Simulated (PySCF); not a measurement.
A structure optimised at PBE-D3(BJ)/def2-SVPD, used in a PySCF frequency run:

```
Pb
Cl 1 2.6415
Cl 1 2.6415 2 101.97
Cl 1 2.6415 2 101.97 3 105.16
```
Charge -1, spin multiplicity 1.

**Question.** Write its SMILES, formula and point group.

**Answer.** [Cl][Pb-]([Cl])[Cl], Cl₃Pb, C3v

**Question.** What are its rotational constants (standard atomic weights)?

**Answer.** 1.2817, 1.2817, 0.84616 GHz
